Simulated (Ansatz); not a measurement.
Mulliken charges of BrHOSn (`[OH][Sn][Br]`) from PBE/def2-TZVPP in Ansatz (PBE0-D4/def2-TZVP geometry).

```tsv
atom	x (Å)	y (Å)	z (Å)	charge (e)
O1	-0.446	0.542	-0.728	-0.463
Sn2	-0.329	-0.564	0.904	0.652
Br3	2.164	-0.876	0.756	-0.359
H4	-1.333	0.837	-0.953	0.171
```

Problem. By hand: the dipole of these point charges (1 e Å = 4.8032 D).

Solution. Σ q r = (-1.013, -0.161, 0.492) e Å, of length 1.138 e Å = 5.47 D.

Problem. How does the dipole of the full density compare? (Best estimate.)

Solution. The calculation gave: (-0.763, -0.006, 0.197) e Å, 3.79 D; the point charges give 1.44 times that, at 14° from its direction.

Point charges leave out the atoms' own dipoles, such as those of lone pairs, and Mulliken's split depends on the basis, so the two needn't agree.
